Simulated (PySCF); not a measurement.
Spinor energies of Mo⁻ (molybdenum, charge -1)

Start: [Kr] 4d5 5s2; 4d3/2 filled at m_j = -3/2, -1/2, +1/2, +3/2; 4d5/2 filled at m_j = +5/2. Calculated with PySCF 2.14 in x2c-TZVPall-2c with one added diffuse shell each of s, p, d type (9s10p8d1f, 86 functions): generalised Hartree-Fock with the X2C-1e Hamiltonian and a Gaussian nucleus; one run each with spin-orbit coupling (SO) switched off, then screened by Boettger's factors.

| spinor shell | electrons | ε, spin-free (eV) | ε, screened SO (eV) | weight of nominal j (screened SO) | rms radius, screened SO (bohr) |
| --- | --- | --- | --- | --- | --- |
| 1s1/2 | 2 | -20102.8 | -20101.7 | 1.000 | 0.0404 |
| 2s1/2 | 2 | -2910.7 | -2910.4 | 1.000 | 0.166 |
| 2p1/2 | 2 | -2595.1 | -2668.6 | 1.000 | 0.145 |
| 2p3/2 | 4 | -2595.1 | -2560.6 | 1.000 | 0.149 |
| 3s1/2 | 2 | -523.99 | -523.91 | 1.000 | 0.456 |
| 3p1/2 | 2 | -417.69 | -430.31 | 1.000 | 0.455 |
| 3p3/2 | 4 | -417.69 | -411.75 | 1.000 | 0.465 |
| 3d3/2 | 4 | -244.82 | -246.97 | 0.972 | 0.451 |
| 3d5/2 | 6 | -244.82 | -243.32 | 0.982 | 0.455 |
| 4s1/2 | 2 | -74.713 | -74.699 | 1.000 | 1.19 |
| 4p1/2 | 2 | -43.491 | -48.172 | 0.655 | 1.34 |
| 4p3/2 | 4 | -43.491 | -41.200 | 0.828 | 1.34 |
| 4d3/2 | 4 | -5.166 | -5.191 | 0.522 | 2.12 |
| 4d5/2 | 1 | -5.166 | -5.051 | 1.000 | 2.14 |
| 5s1/2 | 2 | -0.996 | -0.996 | 1.000 | 6.23 |

```
   quantity    spin-free  screened SO
E (hartree)  -4045.94240  -4046.41806
        M_J          5/2          5/2
       ⟨J²⟩        9.184        9.183
       ⟨L²⟩        0.000        0.014
       ⟨S²⟩        9.184        9.181
```

At GHF the highest occupied level has a positive energy, so only the finite basis holds that electron. The determinant has a definite M_J but mixes levels of different J.

Each row is a mean over spinors that exchange with the open shell spreads, by up to 7.988 eV (4p3/2).

Rows whose weight is well below 1 are mixtures of j = l ± 1/2: exchange outweighs spin-orbit coupling there, and the label is only the starting occupation.

Breit and QED terms are absent; they matter most for the inner s and p1/2 levels.

Densities and radii are taken from the X2C orbitals without a picture-change correction, which distorts them close to the nucleus.

Without spin-orbit coupling the j labels of p, d and f shells carry no meaning; the spin-free column gives the mean over the occupied spinors of each nl shell, and its ⟨J²⟩ belongs to a mixture of degenerate components.
